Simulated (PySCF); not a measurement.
These are PBE-D3(BJ)/def2-TZVP // PBE0-D3(BJ)/def2-TZVP (PySCF) values and carry that method's errors. Isolated molecules, 0 K electronic values unless said otherwise. Delta-SCF ions had no search for a lower state. Excitations are Tamm–Dancoff values on a coarser integration grid. The basis has no diffuse functions, so Rydberg states are missing or too high.

Reference species (SMILES): `[H]/N=C/C` (neutral, multiplicity 1).

| Item | Value |
|---|---|
| S1–T1 gap (TDA) | 0.93 eV |
| S1 oscillator strength | 0.004 |
| vertical ionisation energy (Delta-SCF) | 9.95 eV |

Changed species: `C=NC`.

Question: What does the change do to the S1–T1 gap (TDA), S1 oscillator strength and vertical ionisation energy (Delta-SCF)?

Answer: the S1–T1 gap (TDA) drops by 0.04 eV, to 0.89 eV; the S1 oscillator strength is nearly the same; the vertical ionisation energy (Delta-SCF) decreases by 0.29 eV, to 9.66 eV.
